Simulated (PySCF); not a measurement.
Cl2FGeHO, SMILES [OH][Ge]([F])([Cl])[Cl].

Geometry: B3LYP-D3(BJ)/def2-SVP. This is a generated structure with no PubChem entry under its InChIKey; it may be hypothetical. The values are those of a single conformer.

Two levels are set side by side: PBE/def2-TZVP (PySCF) and ωB97X/def2-TZVP (PySCF). Same geometry, gas phase. Differences are taken from unrounded values.

```json
[
 {"quantity": "orbital gap (eV)", "ωB97X": "12.68"},
 {"quantity": "highest occupied level (eV)", "ωB97X": "-12.26"},
 {"quantity": "lowest empty level (eV)", "ωB97X": "0.42"},
 {"quantity": "dipole moment (D)", "ωB97X": "1.60"},
 {"quantity": "mean polarisability (bohr³)", "ωB97X": "52.0"}
]
```

Q: What does PBE give, and how far is it from ωB97X? (The exact figures need the calculation; the answer reports its results.)

A: 
| quantity | PBE | PBE minus ωB97X |
|---|---|---|
| orbital gap (eV) | 5.46 | -7.22 |
| highest occupied level (eV) | -8.24 | 4.02 |
| lowest empty level (eV) | -2.78 | -3.20 |
| dipole moment (D) | 1.54 | -0.06 |
| mean polarisability (bohr³) | 55.0 | 3.1 |

PBE's occupied levels lie high since its potential decays too fast outside the molecule; exact exchange lowers them and widens the gap. Loosely held outer electrons make PBE densities more polarisable. Differences between two approximate levels are no errors against the true value.

Rough cost on one machine, each run with all the roots and properties that it gave: ωB97X against PBE within a factor of 2.
